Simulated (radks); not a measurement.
Results of a calculation; reference values are marked as such.
Task: Ru8+, 36 electrons, occupied as [Kr] (the NIST ground configuration). Code: a radial shooting solver on a logarithmic mesh with Libxc functionals. Model: non-relativistic Kohn-Sham, LDA (Slater exchange, VWN5 correlation), spin-polarised, spherical densities, point nucleus; relativity is left out, which matters for an element this heavy. Some entries of the table are withheld. Estimate them.

| orbital | occ. | eigenvalue (eV) | <r^2> (bohr^2) | <r> (bohr) |
|---|---|---|---|---|
| 1s | 2 | (1) | 0.001608 | 0.03466 |
| 2s | 2 | -3147.194 | 0.02680 | 0.1510 |
| 2p | 6 | -2923.957 | 0.02033 | 0.1292 |
| 3s | 2 | -662.9034 | 0.1967 | 0.4148 |
| 3p | 6 | -575.3136 | 0.1930 | 0.4078 |
| 3d | 10 | (2) | 0.1742 | 0.3818 |
| 4s | 2 | -196.4965 | (3) | 0.9872 |
| 4p | 6 | -168.2939 | 1.220 | 1.039 |

Result: 
(1) 1s eigenvalue (eV): -21442.09
(2) 3d eigenvalue (eV): -413.9046
(3) 4s <r^2> (bohr^2): 1.096
